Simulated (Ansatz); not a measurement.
`COc1ccc(-c2ccc(-c3ccc(-c4ccc(-c5ccc(-c6ccc(-c7ccc(-c8ccc(C(F)=C(F)F)cc8)s7)s6)s5)s4)s3)s2)cc1` with charge +1. Total charge 1; doublet. Geometry r2SCAN-D4/def2-SVP, that of the neutral singlet.

Cartesian coordinates in Å:
```
C -3.165 3.206 -14.732
O -1.784 3.485 -14.794
C -1.037 3.272 -13.686
C -1.534 2.775 -12.471
C -0.669 2.596 -11.391
C 0.702 2.899 -11.475
C 1.606 2.713 -10.347
C 2.987 2.855 -10.297
C 3.544 2.597 -9.028
C 2.598 2.249 -8.069
C 2.815 1.932 -6.684
C 4.020 1.931 -5.985
C 3.882 1.578 -4.629
C 2.571 1.300 -4.254
C 2.062 0.920 -2.968
C 0.766 0.580 -2.591
C 0.640 0.267 -1.223
C 1.837 0.361 -0.519
C 2.104 0.128 0.871
C 3.303 0.274 1.565
C 3.206 -0.038 2.932
C 1.929 -0.432 3.324
C 1.497 -0.817 4.639
C 2.277 -0.937 5.788
C 1.548 -1.334 6.923
C 0.192 -1.532 6.675
C -0.839 -1.936 7.588
C -2.200 -2.120 7.363
C -2.908 -2.525 8.513
C -2.113 -2.662 9.644
C -2.489 -3.058 10.993
C -1.534 -3.193 12.022
C -1.898 -3.572 13.308
C -3.245 -3.836 13.630
C -3.561 -4.227 14.995
F -2.510 -4.352 15.831
C -4.762 -4.478 15.557
F -4.915 -4.824 16.814
F -5.914 -4.405 14.922
C -4.210 -3.706 12.606
C -3.837 -3.326 11.325
S -0.455 -2.277 9.254
S -0.166 -1.209 4.996
S 0.844 -0.413 1.955
S 3.131 0.846 -1.588
S 1.502 1.484 -5.625
S 1.003 2.253 -8.775
C 1.179 3.400 -12.710
C 0.332 3.580 -13.792
H -3.671 3.817 -13.963
H -3.577 3.457 -15.718
H -3.354 2.138 -14.522
H -2.589 2.519 -12.355
H -1.080 2.201 -10.456
H 3.586 3.132 -11.166
H 4.612 2.658 -8.810
H 4.973 2.184 -6.452
H 4.717 1.522 -3.927
H -0.065 0.559 -3.300
H -0.300 -0.020 -0.746
H 4.224 0.606 1.080
H 4.043 0.028 3.630
H 3.351 -0.742 5.794
H 1.991 -1.480 7.910
H -2.662 -1.961 6.386
H -3.983 -2.716 8.515
H -0.478 -2.999 11.812
H -1.134 -3.668 14.081
H -5.263 -3.903 12.810
H -4.612 -3.235 10.561
H 2.235 3.660 -12.819
H 0.703 3.969 -14.744
```

Single mean-field runs in def2-SVP are fitted with def2-universal-jkfit.

Estimate the α-spin orbital energies around the gap (eV) in Ansatz with PBE-D4/def2-SVP, PBE0-D4/def2-SVP.


| orbital | PBE-D4/def2-SVP | PBE0-D4/def2-SVP |
| --- | --- | --- |
| HOMO−5 | -8.36 | -9.39 |
| HOMO−4 | -8.15 | -9.32 |
| HOMO−3 | -7.72 | -8.81 |
| HOMO−2 | -7.32 | -8.32 |
| HOMO−1 | -6.93 | -7.80 |
| HOMO | -6.68 | -7.55 |
| LUMO | -5.27 | -4.96 |
| LUMO+1 | -4.80 | -4.34 |
| LUMO+2 | -4.34 | -3.75 |
| LUMO+3 | -3.89 | -3.23 |
| LUMO+4 | -3.43 | -2.69 |
| LUMO+5 | -3.29 | -2.47 |
| β HOMO | -6.85 | -7.45 |
| β LUMO | -6.57 | -6.63 |
